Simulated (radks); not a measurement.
All-electron atom: Re+ in [Kr] 4d10 4f14 5s2 5p5 5d5 6s1 5f1 (not the ground configuration).

Calculated with a radial shooting solver on a logarithmic mesh with Libxc functionals: Dirac Kohn-Sham, PBE, spin-unpolarised, spherical densities, finite nucleus; open shells are shared between the two j in proportion to 2j + 1; Fermi nuclear charge, rms radius 5.3698 fm.

Energy parts (eV):
total: -454769.39
kinetic: 514009.58
electron-nucleus: -1136133.48
Hartree: 176393.18
exchange-correlation: -9038.67

Orbitals (lengths in bohr, moments of r in powers of bohr; <r^-3> diverges for s and p1/2):
[
 {"orbital": "1s1/2", "occ.": "2", "eigenvalue (eV)": "-71552.28", "<r^-3>": "-", "small-component weight": "8.02e-02"},
 {"orbital": "2s1/2", "occ.": "2", "eigenvalue (eV)": "-12413.71", "<r^-3>": "-", "small-component weight": "1.82e-02"},
 {"orbital": "2p1/2", "occ.": "2", "eigenvalue (eV)": "-11881.62", "<r^-3>": "-", "small-component weight": "1.83e-02"},
 {"orbital": "2p3/2", "occ.": "4", "eigenvalue (eV)": "-10441.95", "<r^-3>": "17110", "small-component weight": "1.65e-02"},
 {"orbital": "3s1/2", "occ.": "2", "eigenvalue (eV)": "-2888.518", "<r^-3>": "-", "small-component weight": "6.01e-03"},
 {"orbital": "3p1/2", "occ.": "2", "eigenvalue (eV)": "-2650.388", "<r^-3>": "-", "small-component weight": "5.96e-03"},
 {"orbital": "3p3/2", "occ.": "4", "eigenvalue (eV)": "-2337.741", "<r^-3>": "3891", "small-component weight": "5.43e-03"},
 {"orbital": "3d3/2", "occ.": "4", "eigenvalue (eV)": "-1936.866", "<r^-3>": "674.2", "small-component weight": "5.32e-03"},
 {"orbital": "3d5/2", "occ.": "6", "eigenvalue (eV)": "-1868.995", "<r^-3>": "570.6", "small-component weight": "5.17e-03"},
 {"orbital": "4s1/2", "occ.": "2", "eigenvalue (eV)": "-617.9457", "<r^-3>": "-", "small-component weight": "1.99e-03"},
 {"orbital": "4p1/2", "occ.": "2", "eigenvalue (eV)": "-518.4786", "<r^-3>": "-", "small-component weight": "1.90e-03"},
 {"orbital": "4p3/2", "occ.": "4", "eigenvalue (eV)": "-445.5555", "<r^-3>": "908.6", "small-component weight": "1.70e-03"},
 {"orbital": "4d3/2", "occ.": "4", "eigenvalue (eV)": "-282.0317", "<r^-3>": "138.6", "small-component weight": "1.50e-03"},
 {"orbital": "4d5/2", "occ.": "6", "eigenvalue (eV)": "-268.5538", "<r^-3>": "114.8", "small-component weight": "1.45e-03"},
 {"orbital": "4f5/2", "occ.": "6", "eigenvalue (eV)": "-62.6683", "<r^-3>": "21.65", "small-component weight": "1.06e-03"},
 {"orbital": "4f7/2", "occ.": "8", "eigenvalue (eV)": "-60.1465", "<r^-3>": "20.62", "small-component weight": "1.03e-03"},
 {"orbital": "5s1/2", "occ.": "2", "eigenvalue (eV)": "-103.2462", "<r^-3>": "-", "small-component weight": "4.63e-04"},
 {"orbital": "5p1/2", "occ.": "1.66667", "eigenvalue (eV)": "-72.8643", "<r^-3>": "-", "small-component weight": "3.88e-04"},
 {"orbital": "5p3/2", "occ.": "3.33333", "eigenvalue (eV)": "-61.5549", "<r^-3>": "138.8", "small-component weight": "3.33e-04"},
 {"orbital": "5d3/2", "occ.": "2", "eigenvalue (eV)": "-21.6383", "<r^-3>": "11.75", "small-component weight": "1.79e-04"},
 {"orbital": "5d5/2", "occ.": "3", "eigenvalue (eV)": "-20.5276", "<r^-3>": "9.507", "small-component weight": "1.69e-04"},
 {"orbital": "5f5/2", "occ.": "0.428571", "eigenvalue (eV)": "-2.5023", "<r^-3>": "0.01566", "small-component weight": "4.93e-06"},
 {"orbital": "5f7/2", "occ.": "0.571429", "eigenvalue (eV)": "-2.5010", "<r^-3>": "0.01560", "small-component weight": "4.92e-06"},
 {"orbital": "6s1/2", "occ.": "1", "eigenvalue (eV)": "-17.9736", "<r^-3>": "-", "small-component weight": "7.77e-05"},
 {"orbital": "6p1/2", "occ.": "0", "eigenvalue (eV)": "-11.8171", "<r^-3>": "-", "small-component weight": "5.39e-05"},
 {"orbital": "6p3/2", "occ.": "0", "eigenvalue (eV)": "-10.5498", "<r^-3>": "15.66", "small-component weight": "4.66e-05"},
 {"orbital": "6d3/2", "occ.": "0", "eigenvalue (eV)": "-4.5392", "<r^-3>": "0.8269", "small-component weight": "1.65e-05"},
 {"orbital": "6d5/2", "occ.": "0", "eigenvalue (eV)": "-4.4601", "<r^-3>": "0.6887", "small-component weight": "1.60e-05"},
 {"orbital": "7s1/2", "occ.": "0", "eigenvalue (eV)": "-5.6001", "<r^-3>": "-", "small-component weight": "1.55e-05"}
]

The highest occupied level is 5f7/2 at -2.501 eV. The configuration is held as typed, so some empty levels lie below it. The electron density at the nucleus is 1.547e+06 e/bohr^3.
